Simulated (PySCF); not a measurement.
**CuS from Hartree–Fock to correlated methods**

State: ²Π (doublet), unpaired electrons π ↑. Set-up: PySCF, no relativity, basis sets Cu def2-TZVPP, S def2-TZVPP. De refers to Cu (3d10 4s1) + S in their high-spin ground configurations, without counterpoise correction. The functionals are run spin-unrestricted. A positive dipole means Cu(−)S(+).

```csv
Level,Re (Å),ωe (cm⁻¹),De (eV),μ (D)
UHF,2.229,340,n/a,-6.18
UHF-MP2,2.066,400,n/a,n/a
UHF-SCS-MP2,2.099,384,n/a,n/a
PBE,2.061,416,3.07,-3.68
revPBE,2.076,404,2.84,-3.77
BLYP,2.085,397,2.85,-3.49
r²SCAN,2.046,425,3.07,-4.04
PBE0,2.084,394,2.76,-4.32
MN15,2.089,395,2.82,-4.45
BHandHLYP,2.134,370,2.40,-4.81
LC-ωPBE,2.071,412,2.78,-4.86
```

Q: What does a quarter of exact exchange do here, going from PBE to PBE0?

A: PBE0 less PBE: +2.3 pm in Re, -5.3 % in ωe, -0.31 eV in De. Exact exchange removes part of the self-interaction that spreads semilocal densities, and in most molecules shortens and stiffens the bond and lowers De; here Re and ωe go the other way.

Q: What does the step from GGA to meta-GGA do here, going from PBE to r²SCAN?

A: r²SCAN less PBE: -1.5 pm in Re, +2.2 % in ωe, +0.00 eV in De. 

Q: What does second-order correlation do here, going from UHF to UHF-MP2?

A: UHF-MP2 less UHF: -16.3 pm in Re, +17.6 % in ωe. Correlation nearly always deepens the well. The bond shortens, as in weak, metallic or heavy-atom bonds, where dispersion and the correlation of outer-core electrons pull the atoms together.

Correlated steps freeze 10 core orbitals. The state is the lowest single determinant that the PBE0 search found; with open d or f shells the true ground state can be another one.
